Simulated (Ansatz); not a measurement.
`F[SiH]([SiH3])[GeH3]` + `O[SiH](F)S` → `O[SiH](F)[S][GeH3]` + `F[SiH2][SiH3]`  (cleavage of the Ge–Si bond)

Isolated molecules relaxed with PBE0-D4/def2-TZVP in Ansatz; ΔE leaves out vibrations. CCSD(T)/CBS is the MP2 limit (def2-TZVPP, def2-QZVPP) plus CCSD(T) − MP2 in def2-TZVPP, frozen cores. DFT in def2-TZVPP. B3LYP here is the variant with VWN-RPA as its local correlation; programs differ in this. HSE06 is defined as in plane-wave codes. For Ge outer-core shells are correlated without core-valence functions, which leaves a few kJ/mol of doubt a bond. Scalar relativity is left out up to krypton. One conformer a species, not always the lowest.

```tsv
level	ΔE (kJ/mol)	difference from CCSD(T)/CBS
PBE-D4	-24.2	10.6
revPBE-D4	-27.1	7.7
BLYP-D4	-30.2	4.6
r2SCAN-D4	-31.0	3.8
B97M-V	-34.1	0.7
PBE0-D4	-29.3	5.5
B3LYP-D4	-33.4	1.4
r2SCANh-D4	-32.2	2.6
r2SCAN0-D4	-33.9	0.9
HSE06-D4	-29.3	5.5
BHLYP-D4	-40.2	-5.4
CAM-B3LYP-D4	-34.1	0.7
ωB97X-V	-35.6	-0.8
ωB97M-V	-36.4	-1.6
B2PLYP	-35.6	-0.8
PBE	-22.3	12.5
revPBE	-21.8	13.0
BLYP	-25.9	8.9
r2SCAN	-30.7	4.1
PBE0	-27.8	7.0
B3LYP	-30.2	4.6
r2SCANh	-31.8	3.0
r2SCAN0	-33.5	1.3
HSE06	-27.8	7.0
LC-ωPBE	-30.5	4.3
HF/def2-SVP	-49.6	-14.8
MP2/def2-SVP	-45.6	-10.8
CCSD/def2-SVP	-40.3	-5.5
CCSD(T)/def2-SVP	-40.1	-5.3
HF/def2-TZVPP	-47.9	-13.1
MP2/def2-TZVPP	-43.1	-8.3
SCS-MP2/def2-TZVPP	-44.0	-9.2
CCSD/def2-TZVPP	-36.2	-1.4
CCSD(T)/def2-TZVPP	-36.0	-1.2
HF/def2-QZVPP	-48.0	-13.2
MP2/def2-QZVPP	-42.5	-7.7
SCS-MP2/def2-QZVPP	-43.6	-8.8
HF/CBS(def2)	-48.0	-13.2
MP2/CBS(def2)	-42.0	-7.2
CCSD/CBS(def2)	-35.0	-0.2
CCSD(T)/CBS	-34.8	0
```

Largest T1 diagnostic among the species: 0.013.

At CCSD(T), def2-SVP lies −5.3 kJ/mol from the extrapolated value and def2-TZVPP −1.2 kJ/mol. Leaving LDA and LC-ωPBE aside and taking each functional with its dispersion term where it has one, the values spread over 16.0 kJ/mol, from BHLYP-D4 to PBE-D4.

CCSD(T)/CBS has its own doubt, a few kJ/mol and more with outer-core shells, so smaller differences from it don't rank the levels.
